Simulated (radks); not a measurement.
Values are calculated unless marked as measured or tabulated.
Question: Ca15+, 5 electrons, occupied as [He] 2s2 2p1 (the NIST ground configuration). Level of theory: Dirac Kohn-Sham, PBE, spin-unpolarised, spherical densities, finite nucleus; open shells fill j = l - 1/2 first; Fermi nuclear charge, rms radius 3.4776 fm (a radial shooting solver on a logarithmic mesh with Libxc functionals). Some entries of the table are withheld. Estimate them.

orbital  occ.  eigenvalue (hartree)  <r^2> (bohr^2)  r(max) (bohr)
1s1/2       2             -172.2733             (1)        0.05019
2s1/2       2             -36.05227          0.1257         0.2806
2p1/2       1             -34.25919         0.09645         0.2229
2p3/2       0             -34.07392         0.09766         0.2245
3s1/2       0             -14.68731          0.6861            (2)
3p1/2       0             -14.13020          0.6368         0.7047
3p3/2       0             -14.08089          0.6414         0.7076
3d3/2       0             -13.51997             (3)         0.5511
3d5/2       0             -13.50746             (4)         0.5519

Answer: 
(1) 1s1/2 <r^2> (bohr^2): 0.007833
(2) 3s1/2 r(max) (bohr): 0.7415
(3) 3d3/2 <r^2> (bohr^2): 0.4780
(4) 3d5/2 <r^2> (bohr^2): 0.4793
